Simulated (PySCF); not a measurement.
1,1,2-trifluoro-2-methylcyclopropane, C4H5F3.
SMILES with atom numbers: `[CH3:1][C@:2]1([F:3])[CH2:4][C:5]1([F:6])[F:7]` (hydrogens: H8, H9, H10 on C1; H11, H12 on C4)

The same species was optimised twice, with GFN2-xTB and with PBE0-D3(BJ)/def2-SVP (PySCF), and the same property calculations (PySCF, gas phase) were run on both structures.

| coordinate | GFN2-xTB | PBE0-D3(BJ)/def2-SVP | change |
| --- | --- | --- | --- |
| C2–C5 (Å) | 1.498 | 1.486 | -0.012 |
| C5–F6 (Å) | 1.342 | 1.331 | -0.011 |
| C5–F7 (Å) | 1.350 | 1.340 | -0.010 |
| C4–C5 (Å) | 1.495 | 1.485 | -0.010 |
| C1–C2 (Å) | 1.504 | 1.494 | -0.010 |
| C2–C4 (Å) | 1.515 | 1.524 | +0.009 |
| C2–F3 (Å) | 1.368 | 1.358 | -0.010 |
| C2–C5–F6 (°) | 122.0 | 119.4 | -2.6 |
| F6–C5–F7 (°) | 108.5 | 110.5 | +2.0 |
| C2–C5–C4 (°) | 60.8 | 61.7 | +0.9 |
| C4–C5–F6 (°) | 120.3 | 119.4 | -0.9 |
| F3–C2–C5 (°) | 116.0 | 115.3 | -0.7 |
| C1–C2–F3 (°) | 112.5 | 113.2 | +0.7 |
| C2–C4–C5 (°) | 59.7 | 59.2 | -0.5 |
| C1–C2–C5 (°) | 121.7 | 122.1 | +0.4 |

Rotational constants: A = 3675, B = 2477, C = 1926 MHz (GFN2-xTB) against A = 3668, B = 2546, C = 1966 MHz (PBE0-D3(BJ)/def2-SVP). Point groups within 0.08 Å: C1 and C1.

On the GFN2-xTB structure: HOMO (eV) -8.18 [PBE0/pcSseg-1]; LUMO (eV) 1.26 [PBE0/pcSseg-1]; dipole (D) 2.43 [PBE0/pcSseg-1]; GIAO shielding of C1 (ppm) 168.3 [PBE0/pcSseg-1]; GIAO shielding of C2 (ppm) 105.7 [PBE0/pcSseg-1]; GIAO shielding of F3 (ppm) 381.4 [PBE0/pcSseg-1]; GIAO shielding of C4 (ppm) 162.8 [PBE0/pcSseg-1]; GIAO shielding of C5 (ppm) 68.8 [PBE0/pcSseg-1]; GIAO shielding of F6 (ppm) 332.8 [PBE0/pcSseg-1]; GIAO shielding of F7 (ppm) 325.6 [PBE0/pcSseg-1].

Q: What do these properties become on the PBE0-D3(BJ)/def2-SVP structure?

A: 
```tsv
property	level	on GFN2-xTB	on PBE0-D3(BJ)/def2-SVP	change
HOMO (eV)	PBE0/pcSseg-1	-8.18	-8.15	+0.03
LUMO (eV)	PBE0/pcSseg-1	1.26	1.35	+0.09
dipole (D)	PBE0/pcSseg-1	2.43	2.35	-0.08
energy, GFN2-xTB geometry as zero (kcal/mol)	PBE0/pcSseg-1	0.0	-0.5	-0.5
GIAO shielding of C1 (ppm)	PBE0/pcSseg-1	168.3	167.3	-1.0
GIAO shielding of C2 (ppm)	PBE0/pcSseg-1	105.7	108.6	+2.9
GIAO shielding of F3 (ppm)	PBE0/pcSseg-1	381.4	384.8	+3.4
GIAO shielding of C4 (ppm)	PBE0/pcSseg-1	162.8	160.9	-1.9
GIAO shielding of C5 (ppm)	PBE0/pcSseg-1	68.8	71.7	+2.9
GIAO shielding of F6 (ppm)	PBE0/pcSseg-1	332.8	336.4	+3.6
GIAO shielding of F7 (ppm)	PBE0/pcSseg-1	325.6	331.2	+5.6
```

The heavy atoms differ by 0.027 Å rms after alignment. Among bonds between heavy atoms C2–C5 and C5–F6 change most and about equally (-0.012 to -0.011 Å). Changes are differences of the printed values. Neither structure is proved a minimum here.
